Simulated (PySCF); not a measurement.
**Structure from NMR data**

An unknown has the formula C5H6O4. Its calculated NMR data are:

¹H NMR (500 MHz, computed): δ 10.04 (d, 1H), 8.16 (s, 1H), 7.52 (m, 1H), 5.47 (m, 1H), 4.62 (m, 1H), 3.78 (m, 1H).

¹³C{¹H} NMR (computed): δ 200.8 (CH), 164.0 (CH), 98.0 (CH), 68.6 (CH2), 53.3 (CH).

Non-relativistic, no solvent, single conformer. PBE0/pcSseg-1 with gauge-including orbitals; geometry: GFN2-xTB; PySCF 2.14.0 with density-fitted response routines.

Scale: ¹H and ¹³C against TMS (reference shieldings calculated alike).

Problem. Which candidate is it?
A. O=CO[C@@H]1OC[C@@H]1C=O
B. C=C(C(=O)O)C(=O)OC
C. C[C@@H]1COC(=O)C(=O)O1

Solution. A. 

- Rings plus π bonds: 3 (1 ring in the answer).
- 5 carbon signals for 5 carbons: no two carbons are equivalent.
- Carbon types of the structure: 4 × CH, 1 × CH2, which accounts for all hydrogens.
- δC 200.8: aldehyde carbonyl carbon; the double bond to the heteroatom, with no lone-pair donor beside it, deshields it most.
- δC 164.0: ester carbonyl carbon; it is a carbonyl in resonance with an O or N lone pair, the region of acids, esters and amides.
- δC 98.0: sp3 carbon bearing two oxygens; 2 electronegative neighbours deshield it.
- δC 68.6: sp3 CH2 bonded to O; deshielded by the electronegative neighbour.
- δH 10.04: hydrogen on an aldehyde carbonyl carbon; the C=O anisotropy and electron withdrawal place aldehyde protons far downfield.

The others: C=C(C(=O)O)C(=O)OC would give 3 signals for carbon-bound and other non-exchanging H, not 6; C[C@@H]1COC(=O)C(=O)O1 would give 4 signals for carbon-bound and other non-exchanging H, not 6.

Shifts are as computed. Against solution values, carbons near 30 ppm lie about +3 ppm off and those near 130 ppm about +5 ppm. Of 1211 compounds with measured shifts, 218 miss one by over three times the rms of a fit or turn the order of signals round; such compounds aren't used in these exercises. No couplings were computed; multiplicities are counted from neighbouring protons, with m where these are inequivalent, close in shift, in a saturated or five-membered ring or joined by F or P, and br s for small geminal =CH2 splittings.
